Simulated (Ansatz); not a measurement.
CsI, quintet, at the geometry of the source list (a higher spin typed on purpose: for a closed-shell molecule this is an excited state) (core potentials on Cs, I); Ansatz (a program for electronic structure) with HF/def2-SVP.

Input for Ansatz:
Ansatz 0.2 input:
```yaml
crystal:
  periodic: [false, false, false]
  atoms:
    - {symbol: Cs, position_ang: [-1.12140000, -0.79660000, -0.95550000]}
    - {symbol: I, position_ang: [1.12140000, 0.79660000, 0.95550000]}
basis:
  gaussian:
    orbitals: def2-SVP
hamiltonian:
  xc: hf
magnetization: {spin_polarized: true, initial_magnetization: 4}
```

What the program printed (banner, timings and long lists left out):

```
Functional definition: HF
558 factors; integrals over basis functions are off by at most 3.5e-4 eV
mean field evaluation 1: about -8602.1088 eV, gradient 1.2e1 eV
mean field evaluation 2: about -8602.7511 eV, gradient 1.2e1 eV
mean field evaluation 4: about -8604.5128 eV, gradient 1.1e0 eV
mean field evaluation 8: about -8604.7471 eV, gradient 1.8e-1 eV
mean field evaluation 16: about -8604.7704 eV, gradient 1.6e-5 eV
mean field evaluation 32: about -8603.0109 eV, gradient 3.0e0 eV
mean field evaluation 64: about -8604.6950 eV, gradient 4.1e-1 eV
mean field evaluation 96: about -8604.6873 eV, gradient 1.3e-1 eV
mean field evaluation 128: about -8604.5459 eV, gradient 4.2e-1 eV
mean field evaluation 160: about -8604.6247 eV, gradient 2.1e-1 eV
mean field evaluation 192: about -8604.7227 eV, gradient 2.7e-5 eV
mean field evaluation 224: about -8602.7531 eV, gradient 1.2e1 eV
mean field evaluation 256: about -8604.6290 eV, gradient 8.4e-2 eV
mean field evaluation 288: about -8604.5226 eV, gradient 1.2e-1 eV
mean field evaluation 320: about -8603.4874 eV, gradient 1.6e0 eV
mean field evaluation 352: about -8604.7499 eV, gradient 2.4e-1 eV
mean field -8604.77036240 eV, -316.2194782954 hartree, gradient 5.4e-6 eV, S^2 6.007207; 6 other end points of the search recorded, 0 dependent functions left out
reference -8604.77036240 eV, -316.2194782954 hartree; 19, 15 occupied and 31, 35 virtual orbitals, 558 factors
Total energy: -8604.77036240 eV, -316.2194782954 hartree
```
